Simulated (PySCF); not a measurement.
Input for PySCF:
```python
from pyscf import gto, scf, dft

mol = gto.M(
    atom='''
B     0.505717   -0.427603    0.024479
O     0.275725   -1.315502   -0.949663
C    -0.807854   -1.367089   -1.638441
H    -1.704837   -1.193604   -1.057399
H    -0.811581   -0.904645   -2.543780
H    -0.893934   -2.571065   -1.993010
N     1.532211   -0.951086    1.030907
H     2.273956   -1.606422    0.808534
H     2.057834   -0.083222    1.550765
N    -0.281064    0.795262    0.340851
C    -0.961697    1.375566   -0.561159
C    -0.146537    1.424726    1.668051
H    -1.869221    1.606491   -0.278794
H    -0.527527    2.562143   -0.632125
H    -0.840830    1.109401   -1.453743
H     0.484353    2.316277    1.698868
H    -1.217007    1.865661    1.986988
H     0.255627    0.641209    2.371024
''',
    basis='sto-3g',
    charge=0,
    spin=0,
    verbose=3,
)

mf = dft.RKS(mol)
mf.xc = 'pbe'
mf.kernel()
g = mf.nuc_grad_method()
grad = g.kernel()
```

### Question
Predict the HOMO-LUMO gap from PBE/STO-3G, gradient (PySCF).

### Answer
6.02 eV

### Question
Give the dipole moment at the level PBE/STO-3G, gradient.

### Answer
1.09 D

### Question
Give the total energy at the level PBE/STO-3G, gradient.

### Answer
-325.8036 Eh

### Question
What HOMO energy does PBE/STO-3G, gradient give?

### Answer
-1.86 eV

### Question
What is the computed nuclear repulsion energy (PBE/STO-3G, gradient)?

### Answer
323.0671 Eh

### Question
Give the Mulliken (on the basis functions themselves) charges in atom order at the level PBE/STO-3G, gradient.

### Answer
B1 0.38, O2 -0.24, C3 -0.12, H4 0.09, H5 0.10, H6 0.04, N7 -0.42, H8 0.18, H9 0.13, N10 -0.30, C11 -0.20, C12 -0.13, H13 0.11, H14 0.03, H15 0.13, H16 0.08, H17 0.06, H18 0.10
